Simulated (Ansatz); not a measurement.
CH3FZn, SMILES `F[CH2][ZnH]` at its PBE0-D4/def2-TZVP geometry, where that method's forces vanish. Total charge 0; spin multiplicity 1.

```xyz
6

F    -1.5146   -0.4710    0.6463
C    -0.1522   -0.1362    0.6683
Zn    0.4393    0.2808   -1.1661
H     0.3855   -0.9842    1.1055
H    -0.0346    0.7088    1.3549
H     0.8767    0.6019   -2.6089
```

**Question.** What forces (eV/Å) does PBE-D4/def2-TZVPP give on these atoms in the Gaussian-basis code of Ansatz? (Estimate.)

**Answer.** Ansatz gave: 
```
F1  -0.551 -0.133 -0.029
C2   0.280  0.086 -0.111
Zn3  0.073  0.033 -0.101
H4   0.158 -0.179  0.078
H5   0.063  0.203  0.135
H6  -0.023 -0.010  0.028
```
